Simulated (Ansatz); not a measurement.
Spectroscopic constants of SnSe, closed-shell singlet (the spin of the measured ground state). No spin–orbit coupling. Se is treated without relativity.

Constants: fifth-degree fit in 1/R to seven points, most abundant isotopes. In def2 and cc sets the state is the lowest found near the PBE0 minimum, followed along R. The singlet is held restricted. HF and MP2 rows in def2 and cc sets belong to the determinant that coupled cluster picked by its CCSD energy.

Codes used: Ansatz (Gaussian basis) for Hartree–Fock, density functionals and correlated methods.  In def2 rows elements past Kr take small-core potentials, without spin–orbit coupling.

Energies at HF/def2-TZVPP:

| R (Å) | E (hartree) |
|---|---|
| 2.162693 | -2613.24189346 |
| 2.220830 | -2613.24925163 |
| 2.274316 | -2613.25246079 |
| 2.334779 | -2613.25276684 |
| 2.395241 | -2613.25024840 |
| 2.465005 | -2613.24461387 |
| 2.546397 | -2613.23528798 |

Q: With a reduced mass of 47.9543 u, find the minimum, the force constant and the constants.

A: A fifth-degree polynomial in 1/R puts the minimum at r_e = 2.3099 Å with force constant 369 N/m. Then ω_e = (1/2πc)√(k/μ) = 362 cm⁻¹ and B_e = h/(8π²cμr_e²) = 0.06589 cm⁻¹; the cubic and quartic terms give α_e = 0.00014 and ω_e x_e = 0.53 cm⁻¹.

Ansatz is a program for electronic structure.
